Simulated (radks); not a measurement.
Species: Xe27+. Configuration: [Ar] 3d9 (the NIST ground configuration). Calculated with a radial shooting solver on a logarithmic mesh with Libxc functionals: scalar-relativistic Kohn-Sham, BLYP, spin-polarised, spherical densities, finite nucleus; open shells are filled with parallel spins first (spin-orbit coupling, left out, can overturn this in heavy ions); Fermi nuclear charge, rms radius 4.7859 fm. Some entries of the table are withheld. Estimate them.

orbital,occ.,eigenvalue (hartree),<r> (bohr),<r^2> (bohr^2)
1s up,1,-1299.046,0.02665,0.0009635
1s down,1,-1299.045,0.02665,0.0009635
2s up,1,-231.4999,0.1143,0.01541
2s down,1,-231.4019,0.1143,0.01540
2p up,3,-211.4839,0.1000,(1)
2p down,3,-211.4089,0.09997,(2)
3s up,1,-72.44836,0.2990,0.1019
3s down,1,-72.33548,0.2992,0.1020
3p up,3,-65.97254,0.2950,0.1006
3p down,3,-65.85745,0.2952,0.1007
3d up,5,-56.68886,0.2683,0.08433
3d down,4,-56.55167,0.2686,0.08451

Answer. 
(1) 2p up <r^2> (bohr^2): 0.01220
(2) 2p down <r^2> (bohr^2): 0.01219
